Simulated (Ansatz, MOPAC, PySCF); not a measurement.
Pair of molecules: HCl (SMILES Cl) (first 2 atoms) with HBr (SMILES Br); geometry from B3LYP-D3(BJ)/def2-TZVP.
(charge 0, multiplicity 1):
```xyz
4

Cl     0.5348    -0.4660    -0.2256
H      0.8003     0.7857    -0.1236
Br     0.1772    -0.3093     3.6888
H      0.2552    -0.5921     2.2887
```

Counterpoise-corrected where a basis set is named; no monomer relaxation. Rows marked so take none.

Frozen-core correlation. Filled d and f shells under p-block atoms count as core. Rows in 6-31G*, STO-3G carry no dispersion term and start afresh at each structure (6-31G* with six Cartesian d functions); the Pople sets are all-electron and without relativity. The state that PM3 reach isn't checked.

Run with Ansatz (a program for electronic structure); MOPAC for PM3 (differences of heats of formation); PySCF for 6-31G* rows, STO-3G rows, the dispersion terms. Values without a source in brackets are computed.

```tsv
level	interaction energy (kcal/mol)
PM3	-2.34
HF/STO-3G (no counterpoise)	-0.45
HF/def2-SVPD	0.05
SVWN5/def2-TZVPPD	-3.66
BP86/6-31G* (no counterpoise)	-1.30
revPBE-D4/def2-TZVPPD	-1.83
BHLYP-D4/def2-TZVPPD	-1.82
B2PLYP/def2-TZVPPD	[?]
MP2/def2-TZVPPD	[?]
```

Q: Fill in the missing entries.

A: 
- B2PLYP/def2-TZVPPD, interaction energy (kcal/mol): -1.14
- MP2/def2-TZVPPD, interaction energy (kcal/mol): -1.58
